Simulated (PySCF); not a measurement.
## Molecular orbitals of GeP⁻

PBE0 at R = 2.066 Å; PySCF, no relativity, basis sets Ge def2-TZVPPD, P def2-TZVPPD. State: ¹Σ⁺ (singlet), closed shell. Only the outer orbitals are listed, counted within each symmetry.

```csv
orbital,occ.,ε (eV),on Ge (%),main shells (%)
10σ,2,-10.54,36,"61 P s, 30 Ge s"
11σ,2,-5.39,60,"58 Ge s, 30 P s, 11 P p"
12σ,2,-0.90,53,"44 Ge p, 38 P p"
5π,2,-0.79,39,"60 P p, 37 Ge p"
5π,2,-0.79,39,"60 P p, 37 Ge p"
6π,0,3.68,64,"44 Ge p, 23 P p, 19 Ge d"
6π,0,3.68,64,"44 Ge p, 23 P p, 19 Ge d"
13σ,0,4.82,56,"102 Ge s, 77 P s, 18 Ge d"
```

**Question.** Which are the highest filled and the lowest empty level, where do they sit, and how wide is the gap?

**Answer.** Highest filled 5π at -0.79 eV (in %: 60 P p, 37 Ge p); lowest empty 6π at 3.68 eV (in %: 44 Ge p, 23 P p, 19 Ge d); the gap at PBE0 is 4.47 eV. An empty level above zero is unbound, and its energy depends on the basis.

The bond order (Mayer) is 2.82 and the ⟨S²⟩ is 0.000. The charge on Ge (Mulliken, basis-dependent) is -0.54, the charge on Ge (Löwdin, basis-dependent) is -0.46 and the dipole moment (positive dipole points towards P; it is taken about the centre of mass and depends on that origin) is -2.84 D. The polarisability along the bond is 130.9 bohr³ and the polarisability across the bond is 69.8 bohr³.

Shares are Mulliken populations and can fall outside 0 to 100 %.
